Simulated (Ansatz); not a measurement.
Single points on SiHMe2Br (C2H7BrSi).

```yaml
crystal:
  periodic: [false, false, false]
  atoms:
    - {symbol: Si, position_ang: [-0.256783, -0.437422, 0.450711]}
    - {symbol: H, position_ang: [-0.294363, -0.508185, 1.940940]}
    - {symbol: C, position_ang: [1.505175, -0.502859, -0.169445]}
    - {symbol: H, position_ang: [2.013886, -1.417275, 0.172455]}
    - {symbol: H, position_ang: [2.073538, 0.366060, 0.203157]}
    - {symbol: H, position_ang: [1.534001, -0.486748, -1.270509]}
    - {symbol: C, position_ang: [-1.168849, 1.074547, -0.162037]}
    - {symbol: H, position_ang: [-2.211727, 1.080538, 0.190384]}
    - {symbol: H, position_ang: [-1.179680, 1.106076, -1.263079]}
    - {symbol: H, position_ang: [-0.677251, 1.991604, 0.204352]}
    - {symbol: Br, position_ang: [-1.337937, -2.266325, -0.296928]}
basis:
  gaussian: {orbitals: def2-TZVP, initial_orbitals: start.molden}
hamiltonian: {xc: {name: LC-wPBE}}
scf: {omitted_lower_state_checks: [starts]}
output: {orbitals: {seedname: orbitals}}
```

The file start.molden holds the orbitals of an earlier run on this structure, at another level or in another basis.

```sh
$ ansatz run in.yaml --threads 4 --pin off --events-out ev --progress --plain --max-ram 3916MiB
```

It prints (some lines left out):

```
Functional definition: LC-wPBE
1296 factors; their error is unknown
437 factors; integrals over basis functions are off by at most 3.4e-5 eV
mean field evaluation 1: about -80101.9821 eV, gradient 1.0e1 eV
mean field evaluation 2: about -80102.0991 eV, gradient 1.4e-1 eV
mean field evaluation 4: about -80102.0532 eV, gradient 3.1e-4 eV
mean field -80102.05316206 eV, -2943.6961585841 hartree, gradient 1.8e-5 eV, S^2 0.000000; 0 other end points of the search recorded, 0 dependent functions left out
reference -80102.05316207 eV, -2943.6961585844 hartree; 34, 34 occupied and 155, 155 virtual orbitals, 1296 factors
Total energy: -80102.05316207 eV, -2943.6961585844 hartree
Checks for a lower state left out: starts
```

It took 2.6 s on 4 threads of Intel Xeon on a shared host.

First input, but with `hamiltonian: {xc: {name: B97M-V}}` (abridged; 4.8 s):

```
Functional definition: B97M-V
mean field -80100.84899024 eV, -2943.6519060857 hartree, gradient 1.6e-5 eV, S^2 0.000000
Total energy: -80100.84905178 eV, -2943.6519083473 hartree
Checks for a lower state left out: starts
```

The first input with `gaussian: {orbitals: def2-SVP, initial_orbitals: start.molden}`, `hamiltonian: {xc: pbe0, dispersion: d4}` (abridged; 1.6 s):

```
Functional definition: PBE0
mean field -80087.55038387 eV, -2943.1631913159 hartree, gradient 1.5e-5 eV, S^2 0.000000
Total energy: -80087.75415102 eV, -2943.1706796206 hartree
Checks for a lower state left out: starts
```

As the first input, with `hamiltonian: {xc: hf}` (abridged; 2.2 s):

```
Functional definition: HF
mean field -80036.23618875 eV, -2941.2774294270 hartree, gradient 6.3e-6 eV, S^2 0.000000
Total energy: -80036.23618875 eV, -2941.2774294270 hartree
Checks for a lower state left out: starts
```

First input, but with `gaussian: {orbitals: STO-3G}`, `hamiltonian: {xc: hf}` (abridged; 0.25 s):

```
Functional definition: HF
mean field -79164.58472873 eV, -2909.2448290981 hartree, gradient 2.7e-5 eV, S^2 0.000000
Total energy: -79164.58472873 eV, -2909.2448290981 hartree
Checks for a lower state left out: starts
```

As the first input, with `gaussian: {orbitals: def2-SVP, initial_orbitals: start.molden}`, `hamiltonian: {xc: pbe, dispersion: d4}` (abridged; 1.1 s):

```
Functional definition: PBE
mean field -80083.64915600 eV, -2943.0198238361 hartree, gradient 1.4e-5 eV, S^2 0.000000
Total energy: -80083.88819354 eV, -2943.0286083036 hartree
Checks for a lower state left out: starts
```

The first input with `hamiltonian: {xc: pbe0, dispersion: d4}`, `output: {forces: true, orbitals: {seedname: orbitals}}` (abridged; 3.2 s):

```
Functional definition: PBE0
mean field -80101.22335746 eV, -2943.6656638273 hartree, gradient 1.6e-5 eV, S^2 0.000000
Total energy: -80101.42712781 eV, -2943.6731522497 hartree
Atom 0 force     0.013256     0.023421    -0.070287 eV/Å
Atom 1 force    -0.008252    -0.013982    -0.134074 eV/Å
Atom 2 force     0.166910    -0.028054    -0.062048 eV/Å
Atom 3 force    -0.155951     0.248227    -0.084495 eV/Å
Atom 4 force    -0.169176    -0.225808    -0.092282 eV/Å
Atom 5 force    -0.023689    -0.002734     0.303029 eV/Å
Atom 6 force    -0.104956     0.133063    -0.060904 eV/Å
Atom 7 force     0.291488    -0.017700    -0.087963 eV/Å
Atom 8 force     0.012410    -0.021247     0.302621 eV/Å
Atom 9 force    -0.117791    -0.257298    -0.090145 eV/Å
Atom 10 force     0.095753     0.162114     0.076548 eV/Å
Dipole moment:     0.241842     0.409814     0.006751 e Å
Checks for a lower state left out: starts
```

Geometry: r2SCAN-D4/def2-SVP.

LC-ωPBE has ω = 0.4 bohr⁻¹.
